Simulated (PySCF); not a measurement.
Geometry:
| atom | x (Å) | y (Å) | z (Å) |
| --- | --- | --- | --- |
| C1 | -1.153 | -0.789 | -0.098 |
| O2 | 0.008 | -0.007 | -0.395 |
| B3 | 1.470 | -0.642 | 0.203 |
| F4 | 1.323 | -0.488 | 1.562 |
| C5 | -0.148 | 1.374 | -0.175 |
| F6 | -1.034 | 1.862 | -1.066 |
| H7 | -2.018 | -0.336 | -0.598 |
| H8 | -1.300 | -0.833 | 0.991 |
| H9 | -0.962 | -1.791 | -0.493 |
| H10 | 2.275 | 0.113 | -0.317 |
| H11 | 1.401 | -1.789 | -0.203 |
| H12 | 0.846 | 1.813 | -0.332 |
| H13 | -0.522 | 1.555 | 0.846 |

Geometry: PBE0-D3(BJ)/def2-SVP; GIAO absolute shieldings from PySCF, gas phase, non-relativistic, averaged over equivalent atoms.

At B3LYP/pcSseg-1 (137 basis functions, 11 s wall time on 1 thread of an Arm Neoverse V2, shared host):
```json
{"atoms": "C5", "σ (ppm)": "70.4"}
{"atoms": "C1", "σ (ppm)": "120.9"}
{"atoms": "O2", "σ (ppm)": "237.3"}
{"atoms": "B3", "σ (ppm)": "82.8"}
{"atoms": "F4", "σ (ppm)": "357.3"}
{"atoms": "F6", "σ (ppm)": "360.5"}
{"atoms": "H12/H13", "σ (ppm)": "25.89"}
{"atoms": "H7/H8/H9", "σ (ppm)": "27.57"}
{"atoms": "H10/H11", "σ (ppm)": "27.74"}
```

What do these become at BLYP/pcSseg-1?

Answers


| atoms | σ at BLYP/pcSseg-1 | change |
| --- | --- | --- |
| C5 | 62.9 | -7.5 |
| C1 | 116.3 | -4.6 |
| O2 | 223.8 | -13.5 |
| B3 | 77.6 | -5.2 |
| F4 | 342.4 | -14.9 |
| F6 | 346.8 | -13.7 |
| H12/H13 | 25.71 | -0.18 |
| H7/H8/H9 | 27.54 | -0.03 |
| H10/H11 | 27.53 | -0.21 |

The largest change is at F4 (fluorine bonded to B). Cost: 137 basis functions, 14 s wall time on 1 thread of an Arm Neoverse V2, shared host.
